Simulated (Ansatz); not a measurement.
```xyz
10

C     0.4522    2.2135    0.0570
O    -0.1941    1.0326    0.4266
Al   -0.3330   -0.5997    0.1930
C    -0.2640   -2.4085   -0.2882
O    -1.2177   -1.9253    0.7690
H     0.9481    2.6533    0.9271
H    -0.2788    2.9343   -0.3201
H     1.2045    2.0462   -0.7209
H    -0.7825   -2.8298   -1.1502
H     0.4654   -3.1166    0.1066
```

The species carries charge 0 and has multiplicity 1.

Task: List the ωB97M-V/def2-TZVPP orbital energies in eV (the Gaussian-basis code of Ansatz). (Estimate.)

Result: Ansatz gave: Occupied: -1532.07, -526.32, -524.97, -283.10, -281.93, -116.73, -76.38, -76.25, -76.21, -31.14, -29.34, -22.15, -20.05, -16.59, -15.54, -15.49, -14.43, -14.00, -12.73, -11.52, -11.35, -9.97, -8.68. Lowest empty: 0.54, 1.53, 2.22, 2.83, 3.56, 4.58, 4.65, 4.82.
